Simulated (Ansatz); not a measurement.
Molecule: sum formula FeHSCl, net charge 0, quintet state. The spin state was set by rule; other spins were not relaxed. 
Coordinates optimised at B3LYP-D3(BJ)/def2-TZVP (Ansatz, a quantum-chemistry and plane-wave program):
SMILES: [SH][Fe][Cl]
```xyz
4

Fe    -0.0028     0.0139    -0.0145
Cl    -0.2989     1.4703    -1.5773
S      0.3045    -1.4282     1.6472
H      0.2809    -2.5039     0.8360
```
Charge 0, spin multiplicity 5.

Parts of the frozen-core correlation energy in STO-3G (Ansatz, hartree). Frozen orbitals: 19; correlated occupied orbitals by spin: 13 and 9; virtual: 5 and 9. Open shells are spin-unrestricted. No spin-orbit coupling. Non-relativistic.

| term | value |
|---|---|
| reference (HF) | -2097.46733 |
| MP2 opposite-spin | [?] |
| MP2 same-spin | -0.01009 |
| CCSD correlation | [?] |
| (T) | [?] |
| T1 diagnostic | 0.031 |
| largest doubles amplitude | 0.170 |
| <S^2> of the reference | 6.716 |

Problem. What belongs in the gaps?

Solution. 
- MP2 opposite-spin, value: -0.04651
- CCSD correlation, value: -0.08298
- (T), value: -0.00506
